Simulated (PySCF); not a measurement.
**From computed data to an observable: entropy of an ideal gas**

GeH3Cl, SMILES [GeH3][Cl].

Geometry: PBE0-D3(BJ)/def2-TZVP.

PySCF 2.14.0 with PBE0-D3(BJ)/def2-TZVP gives the harmonic wavenumbers 427, 596, 596, 849, 871, 871, 2177, 2188, 2188 cm⁻¹ and the rotational temperatures 3.7414, 0.2059, 0.2059 K. The molar mass is 111.10 g/mol, the symmetry number 3, the spin multiplicity 1.

Question: Work out the entropy at 298.15 K and 1 atm in the rigid-rotor, harmonic-oscillator model.

Answer: 
Translation (Sackur–Tetrode at 1 atm): S = R[1.5 ln M + 2.5 ln T − 1.16487] = 167.5 J/(mol K).
Rotation: q = (√π/σ) T^1.5/√(θA θB θC) = 7640, S = R[ln q + 3/2] = 86.8 J/(mol K).
Vibration: with u = 1.4388 ν/T, each mode gives R[u/(e^u − 1) − ln(1 − e^−u)]:
| ν (cm⁻¹) | modes | u | S (J/(mol K)) |
|---|---|---|---|
| 427 | 1 | 2.06 | 3.63 |
| 596 | 2 | 2.88 | 3.82 |
| 849 | 1 | 4.10 | 0.72 |
| 871 | 2 | 4.20 | 1.31 |
The stiffer modes add less than 0.005 each. Sum 9.5 J/(mol K).
Spin: R ln 1 = 0.0 J/(mol K).
Total 263.8 J/(mol K); the program's own thermochemistry gives 263.8. Translation makes up 63 % and vibration 4 %. Anharmonicity, hindered rotation and orbital degeneracy are left out.
